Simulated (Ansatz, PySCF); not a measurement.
N-silylprop-2-yn-1-amine (C3H7NSi), SMILES C#CCN[SiH3]. Atoms are numbered in the order given.

```xyz
12

C      2.1805     1.5986     0.3469
C      1.5810     0.5492     0.4761
C      0.8340    -0.7108     0.5830
N     -0.1796    -0.9130    -0.4430
Si    -1.7354    -0.1283    -0.3847
H      2.7089     2.5278     0.2397
H      0.3458    -0.7538     1.5741
H      1.5510    -1.5528     0.5738
H      0.2320    -1.0315    -1.3665
H     -2.3235    -0.4123     0.9586
H     -2.5657    -0.7294    -1.4686
H     -1.7364     1.3608    -0.5711
```

Coordinates come from a r2SCAN-D4/def2-SVP optimisation. Other conformers were not sampled.

Two levels are set side by side: PBE-D3(BJ)/def2-SVP (Ansatz, a program for electronic structure) and r2SCAN-D4/def2-SVP (Ansatz). Each level has its own optimised geometry; the coordinates shown are those of the second. Frequencies come from the Hessian of PySCF at each geometry. Differences are taken from unrounded values.

| quantity | r2SCAN-D4 | PBE-D3(BJ) | PBE-D3(BJ) minus r2SCAN-D4 |
|---|---|---|---|
| mean bond length (Å) | 1.334 | 1.342 | 0.008 |
| bond C1–C2 (Å) | 1.215 | 1.223 | 0.008 |
| bond C2–C3 (Å) | 1.469 | 1.472 | 0.003 |
| bond C3–N4 (Å) | 1.456 | 1.460 | 0.004 |
| bond N4–Si5 (Å) | 1.743 | 1.755 | 0.012 |
| bond C1–H6 (Å) | 1.074 | 1.081 | 0.007 |
| bond C3–H7 (Å) | 1.106 | 1.113 | 0.008 |
| bond C3–H8 (Å) | 1.106 | 1.114 | 0.008 |
| bond N4–H9 (Å) | 1.018 | 1.025 | 0.007 |
| bond Si5–H10 (Å) | 1.494 | 1.505 | 0.011 |
| bond Si5–H11 (Å) | 1.492 | 1.503 | 0.011 |
| bond Si5–H12 (Å) | 1.501 | 1.512 | 0.012 |
| highest harmonic wavenumber (cm⁻¹) | 3574 | 3492 | -82 |
| mean harmonic wavenumber (cm⁻¹) | 1293 | 1259 | -34 |
| zero-point energy (kcal/mol) | 55.45 | 54.00 | -1.45 |
